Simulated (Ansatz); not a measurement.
## Which method gave which barrier?

Saddle point of SiH2BrCl3, singlet (SiHCl₃ ([Cl][SiH]([Cl])[Cl]) + HBr → SiBrCl₃ ([Cl][Si]([Cl])([Cl])[Br]) + H₂; bonds formed: Si1–Br7, H2–H6; bonds broken: Si1–H2, H6–Br7), PBE0-D4/def2-TZVP structure:

```
7
angstrom
Si -0.3419 -0.2587 -0.0019
H 1.2566 -0.2092 -0.4931
Cl -0.1886 -2.1413 -0.8584
Cl -0.7608 -0.7208 1.9174
Cl -1.7340 0.6101 -1.1763
H 1.2264 0.6299 -0.1198
Br 0.5422 2.0899 0.7322
```

Computed with Ansatz 0.2.0 (basis: def2-TZVPP, with def2-QZVPP for the basis limit); correlated methods freeze the cores. Filled d shells of the heavier atoms are correlated. The def2 sets are not built for correlating such inner shells, so the correlated values are less sure here. Extrapolation: Hartree–Fock as exp(−7.88 √X), correlation as X^−2.97. Four methods, as single points on the PBE0-D4 structures, gave these electronic barriers from the start structure: 1.254, 1.695, 1.949, 2.802 eV.

(1) The methods were, in alphabetical order, HF, MP2, r2SCAN-D4, SPW92. Which gave which? (Judge from chemistry; the calculation decides.)

T1 diagnostic: at most 0.010.

## Answers

(1) By the calculation: SPW92 1.254; r2SCAN-D4 1.695; MP2 1.949; HF 2.802 eV. For comparison, CCSD(T) at an estimated basis limit (MP2 extrapolated from triple and quadruple zeta, plus CCSD(T) − MP2 in triple zeta) gives 1.965 eV.

Labels in which every atom is bracketed show which atoms are joined, not bond orders.

For scale, one of the runs: CCSD(T)/def2-TZVPP, 244 basis functions, launched by `ansatz run in.yaml --threads 8 --pin off --events-out ev --progress --plain --max-ram 19148MiB`. Time: 2 min of wall clock on 8 CPU threads of an Arm Neoverse V2; the host was shared. Peak host memory: 4.5 GiB.
